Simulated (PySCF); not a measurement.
Vertical excitations of a molecule C₂H₆Cl₂Si from TDA-PBE0/def2-SVPD (PySCF), as energy in eV (oscillator strength): 7.73 (0.064), 8.02 (0.061), 8.04 (0.071), 8.12 (0.000), 8.31 (0.000), 8.45 (0.098), 8.45 (0.000), 8.61 (0.001), 8.67 (0.000), 8.82 (0.050). Lowest triplet (TDA): 7.36 eV. Coordinates come from a r2SCAN-D4/def2-SVP optimisation. One conformer was computed; it need not be the lowest.

Task: Pick the molecule that these values belong to.
A) [SiH3]CC(Cl)Cl
B) C[Si](C)(Cl)Cl
C) ClCC[SiH2]Cl
D) CC[SiH](Cl)Cl

Result: B, C[Si](C)(Cl)Cl
